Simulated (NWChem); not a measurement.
Program: NWChem. System: Ga, charge 0, spin multiplicity 2. Its SCF solution wasn't tested for a lower state. Level: G0W0@UBHandHLYP/def2-TZVP, RI basis def2-tzvp-rifit.

Job file:

```
start mol
memory heap 200 mb stack 700 mb global 1700 mb
geometry units angstroms nocenter noautoz
  Ga     0.000000     0.000000     0.000000
  symmetry group D2h
end
basis spherical
  * library def2-tzvp
end
basis "ri basis" bse spherical
  * library def2-tzvp-rifit
end
dft
  xc bhlyp
  odft
  mult 2
  iterations 100
  direct
  tolerances tight
end
task dft energy
gw
  states alpha occ 4 vir 2
  states beta occ 4 vir 2
end
task dft gw
```

Part of the output:

```
             Northwest Computational Chemistry Package (NWChem) 7.3.0
             --------------------------------------------------------

                                NWChem Input Module
                                -------------------

 Scaling coordinates for geometry "geometry" by  1.889725989
 (inverse scale =  0.529177249)

                             Geometry "geometry" -> ""
                             -------------------------

 Output coordinates in angstroms (scale by  1.889725989 to convert to a.u.)

  No.       Tag          Charge          X              Y              Z
 ---- ---------------- ---------- -------------- -------------- --------------
    1 Ga                  31.0000     0.00000000     0.00000000     0.00000000

 Effective nuclear repulsion energy (a.u.)       0.0000000000

            Nuclear Dipole moment (a.u.)
            ----------------------------
        X                 Y               Z
 ---------------- ---------------- ----------------
     0.0000000000     0.0000000000     0.0000000000

      Symmetry information
      --------------------

 Group name             D2h
 Group number             26
 Group order               8
 No. of unique centers     1

      Symmetry unique atoms

     1


 Summary of "ao basis" -> "" (spherical)
 ------------------------------------------------------------------------------
       Tag                 Description            Shells   Functions and Types
 ---------------- ------------------------------  ------  ---------------------
 *                         def2-tzvp                  on all atoms

 new library libraries.bse/

 Summary of "ri basis" -> "" (spherical)
 ------------------------------------------------------------------------------
       Tag                 Description            Shells   Functions and Types
 ---------------- ------------------------------  ------  ---------------------
 *                      def2-tzvp-rifit               on all atoms

                                 NWChem DFT Module
                                 -----------------

 Summary of "ao basis" -> "ao basis" (spherical)
 ------------------------------------------------------------------------------
       Tag                 Description            Shells   Functions and Types
 ---------------- ------------------------------  ------  ---------------------
 Ga                        def2-tzvp                16       48   6s5p4d1f

 Summary of "ao basis" -> "ao basis" (spherical)
 ------------------------------------------------------------------------------
       Tag                 Description            Shells   Functions and Types
 ---------------- ------------------------------  ------  ---------------------
 Ga                        def2-tzvp                16       48   6s5p4d1f

      Symmetry analysis of basis
      --------------------------

        ag         14
        au          1
        b1g         4
        b1u         7
        b2g         4
        b2u         7
        b3g         4
        b3u         7

            General Information
            -------------------
          SCF calculation type: DFT
          Wavefunction type:  spin polarized.
          No. of atoms     :     1
          No. of electrons :    31
           Alpha electrons :    16
            Beta electrons :    15
          Charge           :     0
          Spin multiplicity:     2
          Use of symmetry is: on ; symmetry adaption is: on
          Maximum number of iterations: 100
          This is a Direct SCF calculation.
          AO basis - number of functions:    48
                     number of shells:    16
          Convergence on energy requested:  1.00D-06
          Convergence on density requested:  1.00D-05
          Convergence on gradient requested:  5.00D-04

              XC Information
              --------------
                        BHLYP Method XC Functional
                     Hartree-Fock (Exact) Exchange  0.500
                        Slater Exchange Functional  0.500 local
                    Becke 1988 Exchange Functional  0.500 non-local
              Lee-Yang-Parr Correlation Functional  1.000

             Grid Information
             ----------------
          Grid used for XC integration:  medium
          Radial quadrature: Mura-Knowles
          Angular quadrature: Lebedev.
          Tag              B.-S. Rad. Rad. Pts. Rad. Cut. Ang. Pts.
          ---              ---------- --------- --------- ---------
          Ga                  1.30      112           7.0       590
          Grid pruning is: on
          Number of quadrature shells:   112
          Spatial weights used:  Erf1

          Convergence Information
          -----------------------
          Convergence aids based upon iterative change in
          total energy or number of iterations.
          Levelshifting, if invoked, occurs when the
          HOMO/LUMO gap drops below (HL_TOL):  1.00D-02
          DIIS, if invoked, will attempt to extrapolate
          using up to (NFOCK): 10 stored Fock matrices.

                    Damping( 0%)  Levelshifting(0.5)       DIIS
                  --------------- ------------------- ---------------
          dE  on:    start            ASAP                start
          dE off:    2 iters        100 iters           100 iters

      Screening Tolerance Information
      -------------------------------
          Density screening/tol_rho:  1.00D-10
          AO Gaussian exp screening on grid/accAOfunc:  14
          CD Gaussian exp screening on grid/accCDfunc:  20
          XC Gaussian exp screening on grid/accXCfunc:  20
[...]
 Vector   14  Occ=1.000000D+00  E=-9.653673D-01  Symmetry=ag
              MO Center= -7.8D-15, -1.4D-15, -1.3D-15, r^2= 2.3D-01
   Bfn.  Coefficient  Atom+Function         Bfn.  Coefficient  Atom+Function
  ----- ------------  ---------------      ----- ------------  ---------------
    26      0.779947  1 Ga d  2              24     -0.450303  1 Ga d  0
    31      0.175787  1 Ga d  2              29     -0.101491  1 Ga d  0

 Vector   15  Occ=1.000000D+00  E=-3.992624D-01  Symmetry=ag
              MO Center= -3.8D-18,  1.2D-18,  3.1D-18, r^2= 1.9D+00
   Bfn.  Coefficient  Atom+Function         Bfn.  Coefficient  Atom+Function
  ----- ------------  ---------------      ----- ------------  ---------------
     5      0.681927  1 Ga s                  6      0.486144  1 Ga s
     4     -0.297624  1 Ga s                  3     -0.227472  1 Ga s
     2      0.103836  1 Ga s                  1     -0.031630  1 Ga s

 Vector   16  Occ=1.000000D+00  E=-1.607550D-01  Symmetry=b3u
              MO Center=  1.1D-13, -8.6D-16,  5.4D-15, r^2= 3.6D+00
   Bfn.  Coefficient  Atom+Function         Bfn.  Coefficient  Atom+Function
  ----- ------------  ---------------      ----- ------------  ---------------
    19      0.650982  1 Ga px                16      0.473953  1 Ga px
    10     -0.181698  1 Ga px                 7      0.069537  1 Ga px
    13     -0.045816  1 Ga px

 Vector   17  Occ=0.000000D+00  E=-3.699831D-02  Symmetry=b2u
              MO Center=  1.6D-28,  5.2D-17,  1.2D-29, r^2= 4.0D+00
   Bfn.  Coefficient  Atom+Function         Bfn.  Coefficient  Atom+Function
  ----- ------------  ---------------      ----- ------------  ---------------
    20      0.731771  1 Ga py                17      0.379120  1 Ga py
    11     -0.164427  1 Ga py                 8      0.062915  1 Ga py
    14     -0.037902  1 Ga py

 Vector   18  Occ=0.000000D+00  E=-3.699831D-02  Symmetry=b1u
              MO Center= -7.2D-29, -1.6D-31, -1.4D-15, r^2= 4.0D+00
   Bfn.  Coefficient  Atom+Function         Bfn.  Coefficient  Atom+Function
  ----- ------------  ---------------      ----- ------------  ---------------
    21      0.731771  1 Ga pz                18      0.379120  1 Ga pz
    12     -0.164427  1 Ga pz                 9      0.062915  1 Ga pz
    15     -0.037902  1 Ga pz

 Vector   19  Occ=0.000000D+00  E= 2.129522D-01  Symmetry=ag
              MO Center= -1.2D-13,  1.0D-14,  2.2D-14, r^2= 4.6D+00
   Bfn.  Coefficient  Atom+Function         Bfn.  Coefficient  Atom+Function
  ----- ------------  ---------------      ----- ------------  ---------------
     5      1.125381  1 Ga s                  6     -0.971223  1 Ga s
    41     -0.819920  1 Ga d  2              39      0.473381  1 Ga d  0
     4     -0.251462  1 Ga s                 36      0.213419  1 Ga d  2
    34     -0.123217  1 Ga d  0              31     -0.116794  1 Ga d  2
    26      0.110961  1 Ga d  2               3     -0.091241  1 Ga s

                     DFT Final Beta Molecular Orbital Analysis
                     -----------------------------------------

 Vector   13  Occ=1.000000D+00  E=-9.650927D-01  Symmetry=b1g
              MO Center=  1.9D-33,  2.1D-17, -1.8D-36, r^2= 2.3D-01
   Bfn.  Coefficient  Atom+Function         Bfn.  Coefficient  Atom+Function
  ----- ------------  ---------------      ----- ------------  ---------------
    22      0.902559  1 Ga d -2              27      0.203753  1 Ga d -2

 Vector   14  Occ=1.000000D+00  E=-9.622859D-01  Symmetry=ag
              MO Center=  7.4D-17, -5.3D-18, -5.6D-18, r^2= 2.3D-01
   Bfn.  Coefficient  Atom+Function         Bfn.  Coefficient  Atom+Function
  ----- ------------  ---------------      ----- ------------  ---------------
    26      0.782005  1 Ga d  2              24     -0.451491  1 Ga d  0
    31      0.175696  1 Ga d  2              29     -0.101438  1 Ga d  0

 Vector   15  Occ=1.000000D+00  E=-3.648890D-01  Symmetry=ag
              MO Center= -9.2D-17, -2.2D-18,  2.7D-17, r^2= 1.9D+00
   Bfn.  Coefficient  Atom+Function         Bfn.  Coefficient  Atom+Function
  ----- ------------  ---------------      ----- ------------  ---------------
     5      0.688537  1 Ga s                  6      0.479214  1 Ga s
     4     -0.294683  1 Ga s                  3     -0.231718  1 Ga s
     2      0.103944  1 Ga s                  1     -0.031968  1 Ga s

 Vector   16  Occ=0.000000D+00  E=-3.259872D-02  Symmetry=b2u
              MO Center= -2.3D-32, -3.4D-17, -9.0D-33, r^2= 4.1D+00
   Bfn.  Coefficient  Atom+Function         Bfn.  Coefficient  Atom+Function
  ----- ------------  ---------------      ----- ------------  ---------------
    20      0.744149  1 Ga py                17      0.363582  1 Ga py
    11     -0.162227  1 Ga py                 8      0.061959  1 Ga py
    14     -0.035530  1 Ga py

 Vector   17  Occ=0.000000D+00  E=-3.259872D-02  Symmetry=b1u
              MO Center= -7.4D-32,  6.8D-33, -5.3D-17, r^2= 4.1D+00
   Bfn.  Coefficient  Atom+Function         Bfn.  Coefficient  Atom+Function
  ----- ------------  ---------------      ----- ------------  ---------------
    21      0.744149  1 Ga pz                18      0.363582  1 Ga pz
    12     -0.162227  1 Ga pz                 9      0.061959  1 Ga pz
    15     -0.035530  1 Ga pz

 Vector   18  Occ=0.000000D+00  E=-8.259662D-03  Symmetry=b3u
              MO Center= -9.6D-16, -3.7D-15,  2.0D-15, r^2= 4.3D+00
   Bfn.  Coefficient  Atom+Function         Bfn.  Coefficient  Atom+Function
  ----- ------------  ---------------      ----- ------------  ---------------
    19      0.778507  1 Ga px                16      0.319848  1 Ga px
    10     -0.155720  1 Ga px                 7      0.059163  1 Ga px
    13     -0.029117  1 Ga px

   alpha - beta orbital overlaps
   -----------------------------

   alpha      1      2      3      4      5      6      7      8      9     10
    beta      1      2      3      4      5      6      7      8      9     11
 overlap   1.000  1.000  1.000  1.000  1.000  1.000  1.000  1.000  1.000  1.000

   alpha     11     12     13     14     15     16     17     18     19     20
    beta     10     12     13     14     15     18     16     17     24     22
 overlap   1.000  1.000  1.000  1.000  0.998  0.993  1.000  1.000  0.978  1.000

   alpha     21     22     23     24     25     26     27     28     29     30
    beta     23     21     20     19     27     25     26     29     28     31
 overlap   1.000  0.979  1.000  1.000  0.993  1.000  1.000  1.000  1.000  1.000

   alpha     31     32     33     34     35     36     37     38     39     40
    beta     30     32     34     33     36     35     37     38     39     41
 overlap   1.000  0.999  1.000  1.000  1.000  1.000  1.000  1.000  1.000  1.000

   alpha     41     42     43     44     45     46     47     48
    beta     40     43     42     44     45     46     47     48
 overlap   1.000  1.000  1.000  1.000  1.000  1.000  1.000  1.000

     --------------------------
     Expectation value of S2:
     --------------------------
      <S2> =      0.7540 (Exact =     0.7500)

 Task  times  cpu:        5.5s     wall:        5.5s

                                NWChem Input Module
                                -------------------

                                 NWChem GW Module
                                 ----------------

                             ***********************
                             ***        GW       ***
                             ***********************

 Summary of "ri basis" -> "ri basis" (spherical)
 ------------------------------------------------------------------------------
       Tag                 Description            Shells   Functions and Types
 ---------------- ------------------------------  ------  ---------------------
 Ga                     def2-tzvp-rifit             37      159   10s9p8d5f4g1h

                 Memory Information
                 ------------------
          Available GA per process is          1700.0 MBs
          Available stack per process is        700.0 MBs
          Available heap per process is           0.0 MBs

          Peak memory in Initialization
              Peak GA per process is                  2.2 MBs
              Peak stack per process is               0.0 MBs
              Peak heap per process is                2.4 MBs
              Memory not in MA per process            0.0 MBs

          Peak memory in AFF Calculation
              Peak GA per process is                 10.9 MBs
              Peak stack per process is               7.7 MBs
              Peak heap per process is                0.0 MBs
              Memory not in MA per process            7.7 MBs

          Computing 2-center integrals
          Computing Inverse Cholesky factor
          Computing 3-center integrals
          Computing V_xc ...

          Computing Sigma_x
          Computing RPA polarizability
          Solving quasiparticle equations

                  Alpha Orbitals
          State     Energy (eV)     Error (eV)
          -----------------------------------
@GW        13        -26.054           0.002
@GW        14        -25.980           0.002
@GW        15        -11.923           0.002
@GW        16         -5.838           0.003
@GW        17          0.262           0.003
@GW        18          0.262           0.003

                   Beta Orbitals
          State     Energy (eV)     Error (eV)
          -----------------------------------
@GW        12        -25.918           0.002
@GW        13        -25.918           0.002
@GW        14        -25.817           0.003
@GW        15        -11.190           0.003
@GW        16          0.508           0.003
@GW        17          0.508           0.003

   Applying  -1.4635 eV scissor-shift to rest of particle states

   Applying   1.2692 eV scissor-shift to rest of hole states

   Applying  -1.2606 eV scissor-shift to rest of particle states

   Applying   1.3955 eV scissor-shift to rest of hole states

     GW Timing Statistics
   ------------------------
   Init.   :          0.2s
     ERIs  :          0.2s
     Distr.:          0.0s
     Vxc   :          0.7s
   Sigma_x :          0.0s
   RPA     :          0.5s
   Wmn     :          0.0s
   Sigma_c :          0.0s
   GW total:          1.5s

 Task  times  cpu:        1.5s     wall:        1.5s

 Total times  cpu:        7.1s     wall:        7.1s
```
